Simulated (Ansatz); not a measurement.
Si5O14H8, a hydroxylated oxide cluster, relaxed as a singlet with RKS PBE-D4/def2-SVP in Ansatz, starting from the GFN2-xTB geometry. Force threshold 0.03 eV/Å.

In the singlet geometry the species has come apart into loosely held pieces.

Start:

Cartesian coordinates in Å:
```
Si -1.0688 1.0788 1.2161
Si -1.1950 -1.1929 1.0193
Si -0.4824 3.3276 1.1562
Si -0.8549 -3.3923 0.3998
Si 1.4953 0.0142 -1.8385
O -0.3814 -3.6202 -1.0883
O 1.2728 -1.5790 -1.4961
O -0.9700 -4.7088 1.2836
O -2.1938 -2.3827 0.5917
O 2.5902 0.0172 -3.0300
O 0.1140 0.6488 -2.3996
O 0.0813 -2.1635 1.1143
O 2.1517 0.8476 -0.6100
O -1.1351 0.0527 -0.0523
O -1.3940 -0.1280 2.2572
O -1.9125 2.4523 1.1380
O 0.3434 1.8704 1.3399
O -0.1253 4.0682 -0.2000
O -0.3541 4.3067 2.3990
H 0.1631 -2.8980 -1.4867
H 1.9812 -1.9886 -1.0042
H -1.3606 -4.6725 2.1565
H 2.8420 0.8423 -3.4319
H -0.6587 0.4830 -1.8561
H 1.6301 1.1131 0.1500
H 0.0356 3.5733 -1.0057
H -0.6140 4.0302 3.2776
```

```json
{"step": "1", "energy (eV)": "-68115.2898", "largest force component (eV/Å)": "2.225", "SCF passes": "22"}
{"step": "2", "energy (eV)": "-68116.0433", "largest force component (eV/Å)": "1.262", "SCF passes": "19"}
{"step": "3", "energy (eV)": "-68116.4402", "largest force component (eV/Å)": "0.262", "SCF passes": "20"}
{"step": "4", "energy (eV)": "-68116.5146", "largest force component (eV/Å)": "0.220", "SCF passes": "19"}
{"step": "5", "energy (eV)": "-68116.5827", "largest force component (eV/Å)": "0.268", "SCF passes": "20"}
{"step": "6", "energy (eV)": "-68116.6622", "largest force component (eV/Å)": "0.261", "SCF passes": "19"}
{"step": "7", "energy (eV)": "-68116.7310", "largest force component (eV/Å)": "0.253", "SCF passes": "18"}
{"step": "8", "energy (eV)": "-68116.7568", "largest force component (eV/Å)": "0.330", "SCF passes": "20"}
{"step": "9 (rejected)", "energy (eV)": "-68116.6761", "largest force component (eV/Å)": "0.789", "SCF passes": "27"}
{"step": "10", "energy (eV)": "-68116.7721", "largest force component (eV/Å)": "0.059", "SCF passes": "19"}
{"step": "11", "energy (eV)": "-68116.7725", "largest force component (eV/Å)": "0.079", "SCF passes": "19"}
{"step": "12 (rejected)", "energy (eV)": "-68116.7679", "largest force component (eV/Å)": "0.215", "SCF passes": "20"}
{"step": "13 (rejected)", "energy (eV)": "-68116.7721", "largest force component (eV/Å)": "0.095", "SCF passes": "20"}
{"step": "14", "energy (eV)": "-68116.7731", "largest force component (eV/Å)": "0.208", "SCF passes": "22"}
{"step": "15 (rejected)", "energy (eV)": "-68116.7729", "largest force component (eV/Å)": "0.080", "SCF passes": "20"}
{"step": "16", "energy (eV)": "-68116.7747", "largest force component (eV/Å)": "0.022", "SCF passes": "21"}
```

Force components are those of the run's own axes.

End:

Cartesian coordinates in Å:
```
Si -1.0715 1.0381 1.3921
Si -1.2230 -1.3381 1.1231
Si -0.3812 3.2930 0.9138
Si -0.8294 -3.5599 0.2992
Si 1.5418 0.2465 -1.6488
O -0.4914 -3.7072 -1.2903
O 1.0470 -1.3523 -1.4618
O -0.8233 -5.0463 0.9877
O -2.2250 -2.6180 0.7513
O 2.5051 0.2714 -2.9890
O 0.1643 1.2095 -1.8942
O 0.1583 -2.3026 0.9887
O 2.3596 0.7620 -0.3092
O -1.2866 -0.0089 0.0651
O -1.2844 -0.2703 2.4499
O -1.8842 2.4884 1.2933
O 0.4295 1.8208 1.3840
O -0.1124 3.6347 -0.6531
O -0.1091 4.6346 1.8119
H -0.0168 -2.9177 -1.6606
H 1.1953 -1.6359 -0.5296
H -1.2968 -5.1247 1.8339
H 2.9146 1.1285 -3.1927
H -0.6183 0.7234 -1.5419
H 1.8030 1.1742 0.3954
H 0.0098 2.8231 -1.2312
H -0.4750 4.6337 2.7131
```

By distances, no bond broke or formed. The bond that changes most is Si1–Si2, from 2.28 to 2.40 Å (atoms count from 1). A close non-bonded pair moves further: O11–H26, from 3.24 to 1.75 Å.

No frequencies were taken in this run, so the end may be a saddle point.

Hardware: 2 threads of AMD EPYC 7R13 on a shared host and a share (18 GiB) of an NVIDIA H100 80GB HBM3. Wall time 51 s.
